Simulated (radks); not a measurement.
Valence configurations of the manganese ion Mn+ (all share [Ar]). Method: Dirac Kohn-Sham, BLYP, spin-unpolarised, spherical densities, point nucleus; open shells fill j = l - 1/2 first; computed with a radial shooting solver on a logarithmic mesh with Libxc functionals. Energies are relative to 3d5 4s1; eigenvalues in eV.

valence          E (eV)  e(3d3/2)  e(3d5/2)  e(4p1/2)  e(4s1/2)
3d5 4s1           0.000   -14.896   -14.776         -   -11.942
3d5 4p1           4.720   -16.189   -16.067    -7.953         -
3d4 4s1 4p1       9.827   -21.432         -    -8.951   -14.251
3d4 4s1.5 4p0.5   7.194   -20.804         -    -8.655   -13.886
3d3 4s1 4p2      25.137   -28.805         -   -10.539   -16.486
3d6              -1.401   -10.793   -10.687         -         -
3d4 4s2           4.597   -20.157         -         -   -13.504
3d4.5 4s1 4p0.5   4.304   -18.047   -17.919    -8.135   -13.105
3d4 4p2          15.195   -22.638         -    -9.508         -
3d5.5 4s0.5      -1.038   -12.690   -12.577         -   -11.218

NIST lists [Ar] 3d5 4s1 as the ground configuration; this level of theory puts 3d6 lower, by 1.401 eV. The energies are those of spherical spin-averaged densities, not of single terms.
